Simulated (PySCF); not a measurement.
Species: C5H6ClF3O.
Structure used (PBE0-D3(BJ)/def2-SVP), in Å, numbered top down from 1:
```xyz
16
C5H6ClF3O angstrom
C     -2.186    0.935    0.466
C     -1.225   -0.202    0.163
C      0.202    0.274    0.032
F      0.327    1.147   -1.024
C      1.183   -0.862   -0.231
F      1.199   -1.694    0.834
F      0.817   -1.569   -1.306
C      2.620   -0.311   -0.382
O      3.066    0.482    0.373
Cl     3.525   -0.993   -1.716
H     -2.135    1.707   -0.315
H     -3.222    0.571    0.515
H     -1.952    1.414    1.429
H     -1.501   -0.710   -0.774
H     -1.252   -0.963    0.959
H      0.543    0.790    0.946
```

Level: PBE0/pcSseg-1 in PySCF, non-relativistic, on one gas-phase PBE0-D3(BJ)/def2-SVP geometry that isn't relaxed in the solvent. The solvent is an IEF-PCM continuum (van der Waals radii × 1.2). Specific hydrogen bonds and non-electrostatic terms are outside this model.

```json
{"run": "gas", "E − E(gas) (kcal/mol)": "0.00", "HOMO (eV)": "-9.06", "HOMO–LUMO gap (eV)": "7.10", "dipole (D)": "2.38"}
{"run": "P", "E − E(gas) (kcal/mol)": "-1.69", "HOMO (eV)": "-9.05", "HOMO–LUMO gap (eV)": "7.09", "dipole (D)": "2.58"}
{"run": "Q", "E − E(gas) (kcal/mol)": "-1.48", "HOMO (eV)": "-9.05", "HOMO–LUMO gap (eV)": "7.09", "dipole (D)": "2.55"}
```

**Question.** The runs were made in benzene and cyclohexane. Which run belongs to which solvent?

**Answer.** P = benzene, Q = cyclohexane. The dielectric constants are 2.017 (cyclohexane), 2.271 (benzene), and the energy falls further as ε rises. In this model the ground state sees the solvent through ε alone.

**Question.** How constant is the ratio of the lowering to (ε − 1)/(2ε + 1)?

**Answer.** 
```
    solvent  (ε − 1)/(2ε + 1)  E − E(gas) (kcal/mol)  ratio (kcal/mol)  polarisation term (kcal/mol)
cyclohexane             0.202                  -1.48              -7.3                         -1.54
    benzene             0.229                  -1.69              -7.4                         -1.76
```

The ratio changes by +0.2 % in size from cyclohexane to benzene. The polarisation term is half the interaction of the solute with the induced surface charges.
